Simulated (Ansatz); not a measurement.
`CO[Si](F)(F)SC`. Total charge 0; spin multiplicity 1. The geometry is a stationary point of PBE0-D4/def2-TZVP. It is one conformer, not always the lowest.

```xyz
13

C     1.826   -1.370    1.173
O     1.743   -0.044    0.685
Si    0.604    0.556   -0.277
F     0.533   -0.215   -1.663
F     1.045    2.027   -0.647
S    -1.269    0.482    0.657
C    -2.340    0.872   -0.763
H     2.118   -2.056    0.374
H     2.585   -1.390    1.954
H     0.873   -1.700    1.596
H    -2.179    0.167   -1.576
H    -2.173    1.892   -1.106
H    -3.365    0.780   -0.405
```

Question: What is the dipole moment at PBE/def2-TZVPP? (Estimate.)

Answer: Ansatz gave: 1.92 D, with components (-1.24, -1.44, 0.29) D in this frame, pointing from negative to positive charge.

Question: And with r2SCAN, B3LYP, ωB97M-V? (Estimate.)

Answer: Computed: r2SCAN 1.97 D, B3LYP 2.04 D, ωB97M-V 2.03 D.

Question: Give the Mulliken charges with PBE, B3LYP, ωB97M-V in def2-TZVPP. (An estimate is asked.)

Answer: The calculation gave: 
| atom | PBE | B3LYP | ωB97M-V |
| --- | --- | --- | --- |
| C1 | -0.14 | -0.12 | -0.17 |
| O2 | -0.28 | -0.35 | -0.34 |
| Si3 | 0.70 | 0.85 | 0.81 |
| F4 | -0.27 | -0.31 | -0.30 |
| F5 | -0.25 | -0.30 | -0.29 |
| S6 | -0.21 | -0.22 | -0.18 |
| C7 | -0.27 | -0.28 | -0.35 |
| H8 | 0.11 | 0.11 | 0.13 |
| H9 | 0.11 | 0.12 | 0.13 |
| H10 | 0.10 | 0.10 | 0.11 |
| H11 | 0.13 | 0.14 | 0.15 |
| H12 | 0.13 | 0.13 | 0.15 |
| H13 | 0.12 | 0.12 | 0.14 |

B3LYP here is the variant with VWN-RPA as its local correlation; programs differ in this.
